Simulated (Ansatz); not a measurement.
GeH8OSi2 (`[SiH3][SiH2][O][GeH3]`) at its PBE0-D4/def2-TZVP geometry, where that method's forces vanish. The species carries charge 0 and has multiplicity 1.

| atom | x (Å) | y (Å) | z (Å) |
| --- | --- | --- | --- |
| Si1 | -0.6717 | -1.8460 | -0.5558 |
| Si2 | 1.1012 | -0.6378 | 0.4011 |
| O3 | 0.6189 | 0.8205 | 0.9693 |
| Ge4 | -0.2565 | 2.2037 | 0.2794 |
| H5 | -1.2403 | -1.1136 | -1.7225 |
| H6 | -0.1801 | -3.1689 | -1.0320 |
| H7 | -1.7678 | -2.0713 | 0.4261 |
| H8 | 2.1671 | -0.4758 | -0.6321 |
| H9 | 1.6779 | -1.4007 | 1.5402 |
| H10 | -0.3444 | 3.2348 | 1.4084 |
| H11 | -1.6479 | 1.7190 | -0.1612 |
| H12 | 0.5436 | 2.7362 | -0.9208 |

Problem. For each bond, give half the difference of the two atoms' forces along it (eV/Å; positive pushes the atoms apart) under PBE-D4, r2SCAN-D4, B3LYP-D4, ωB97M-V in def2-TZVPP. (An estimate is asked.)

Solution. Ansatz gave: 
| bond | length (Å) | PBE-D4 | r2SCAN-D4 | B3LYP-D4 | ωB97M-V |
| --- | --- | --- | --- | --- | --- |
| Si1–Si2 | 2.349 | -0.16 | -0.01 | 0.09 | 0.04 |
| Si1–H5 | 1.490 | 0.09 | -0.02 | -0.07 | -0.09 |
| Si1–H6 | 1.489 | 0.09 | -0.02 | -0.07 | -0.10 |
| Si1–H7 | 1.489 | 0.09 | -0.01 | -0.07 | -0.10 |
| Si2–O3 | 1.638 | 0.28 | 0.07 | 0.06 | 0.11 |
| Si2–H8 | 1.493 | 0.03 | -0.02 | -0.10 | -0.13 |
| Si2–H9 | 1.487 | 0.06 | -0.02 | -0.12 | -0.15 |
| O3–Ge4 | 1.776 | 0.29 | 0.06 | 0.21 | 0.13 |
| Ge4–H10 | 1.532 | 0.04 | -0.05 | -0.06 | -0.11 |
| Ge4–H11 | 1.538 | 0.02 | -0.05 | -0.03 | -0.08 |
| Ge4–H12 | 1.538 | 0.02 | -0.05 | -0.03 | -0.09 |

B3LYP here is the variant with VWN-RPA as its local correlation; programs differ in this.
